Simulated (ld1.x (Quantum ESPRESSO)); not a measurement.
## Reading a pseudo-wave (Rh (Z = 45))

Columns: radius, all-electron u(r) and pseudo u(r) of the 4d shell (level -5.94 eV) of rhodium in the configuration [Ar] 3d10 4s2 4p6 4d8 5s1 5p0; PBE, scalar-relativistic, RRKJ scheme, ld1.x (Quantum ESPRESSO) 7.5.

| r (bohr) | all-electron | pseudo |
| --- | --- | --- |
| 0.138 | 0.2846 | -0.0084 |
| 0.275 | 0.3917 | -0.0617 |
| 0.413 | 0.1305 | -0.1839 |
| 0.550 | -0.2151 | -0.3624 |
| 0.688 | -0.5035 | -0.5583 |
| 0.825 | -0.6949 | -0.7188 |
| 0.963 | -0.7995 | -0.8141 |
| 1.100 | -0.8379 | -0.8440 |
| 1.238 | -0.8329 | -0.8333 |
| 1.375 | -0.8018 | -0.8018 |
| 1.513 | -0.7560 | -0.7560 |
| 1.650 | -0.7038 | -0.7038 |
| 1.788 | -0.6494 | -0.6494 |
| 1.925 | -0.5961 | -0.5961 |
| 2.062 | -0.5451 | -0.5451 |
| 2.200 | -0.4970 | -0.4970 |
| 2.338 | -0.4523 | -0.4523 |
| 2.475 | -0.4115 | -0.4115 |
| 2.613 | -0.3740 | -0.3740 |
| 2.750 | -0.3399 | -0.3399 |
| 2.888 | -0.3086 | -0.3086 |
| 3.025 | -0.2804 | -0.2804 |
| 3.162 | -0.2547 | -0.2547 |
| 3.300 | -0.2313 | -0.2313 |
| 3.438 | -0.2100 | -0.2100 |
| 3.575 | -0.1908 | -0.1908 |

Q: How many radial nodes do the two functions have?

A: The all-electron 4d function has n − l − 1 = 1; the pseudo-wave has 0, since the states of the same l below it are removed with the core.

Q: At about which radius was the pseudo-wave matched?

A: 1.30 bohr, where the columns begin to agree (steps of 0.14 bohr).

Q: Is the pseudo-wave norm-conserving?

A: Yes: the RRKJ scheme keeps the norm inside the radius equal to the all-electron one, which fixes the energy derivative of the logarithmic derivative at the level.
